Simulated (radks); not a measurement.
Valence configurations of Ta (all share [Xe]). Method: Dirac Kohn-Sham, PBEsol, spin-unpolarised, spherical densities, point nucleus; open shells fill j = l - 1/2 first; computed with a radial shooting solver on a logarithmic mesh with Libxc functionals. Energies are relative to 4f14 5d3 6s2; eigenvalues in eV.

\begin{tabular}{lrrrrrr}
valence & E (eV) & e(4f5/2) & e(4f7/2) & e(5d3/2) & e(5d5/2) & e(6p1/2) \\ \hline
4f14 5d3 6s2 & 0.000 & -25.338 & -23.356 & -3.770 & - & - \\
4f14 5d2 6s2 6p1 & 2.843 & -28.916 & -26.932 & -6.202 & - & -2.593 \\
4f14 5d4 6p1 & 5.420 & -24.711 & -22.729 & -3.755 & - & -2.034 \\
4f14 5d3 6p2 & 7.763 & -27.792 & -25.809 & -5.827 & - & -2.815 \\
4f14 5d4 6s0.5 6p0.5 & 3.635 & -24.129 & -22.148 & -3.254 & - & -1.732 \\
4f13 5d3 6s2 6p1 & 27.112 & -37.462 & -35.391 & -7.494 & - & -2.641 \\
4f12 5d5 6s2 & 54.468 & -42.623 & -40.466 & -5.938 & -5.124 & - \\
4f12 5d4 6s0.5 6p2.5 & 66.195 & -48.517 & -46.359 & -10.531 & - & -3.586 \\
4f14 5d4 6s1 & 1.886 & -23.523 & -21.541 & -2.724 & - & - \\
4f13 5d4 6p2 & 31.241 & -36.116 & -34.047 & -6.981 & - & -2.851 \\
\end{tabular}

NIST lists [Xe] 4f14 5d3 6s2 as the ground configuration; this level of theory agrees among the configurations tried. The energies are those of spherical spin-averaged densities, not of single terms.
